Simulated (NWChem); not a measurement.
# Lowest excitation of BiF2 (+1)

```
Bi
F 1 1.9848
F 1 1.9848 2 96.41
```
Charge +1, spin multiplicity 1.

All runs are NWChem calculations. Structure: optimised with B3LYP/def2-SVP with def2 effective core potentials on Bi, a minimum by its harmonic frequencies.

Basis set: def2-SVPD.

Effective core potentials replace the inner electrons of Bi; spin-orbit coupling is left out. The correlated methods keep 6 core orbitals frozen. B3LYP has NWChem's definition, with VWN1-RPA local correlation. The spin multiplicity of the parent species was assumed, not shown to be that of its ground state. The structure started from a generated list of species. Coupled-cluster values serve here as a point of comparison, not as the truth.

Task: Order these methods by the lowest vertical singlet excitation energy they give, lowest first: TDA-BHandHLYP, TD-B3LYP, EOM-CCSD, CIS.

Result: TD-B3LYP (4.45 eV), EOM-CCSD (5.01 eV), TDA-BHandHLYP (5.21 eV), CIS (6.20 eV)
